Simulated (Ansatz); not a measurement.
Harmonic frequencies (cm⁻¹) at PBE0-D4/def2-TZVP from Ansatz: 69, 154, 179, 316, 409, 509, 558, 559, 939, 1111, 1184, 1185, 1270, 1449, 1492, 1495, 1544, 3052, 3127, 3154, 3912.

Each molecule was computed in one conformer, which needn't be the lowest.

Problem. Which molecule is it?
A. `NB(N)O`
B. `C=CB(Cl)Cl`
C. `COB(O)Br`
D. `CB[SiH3]`

Solution. C.
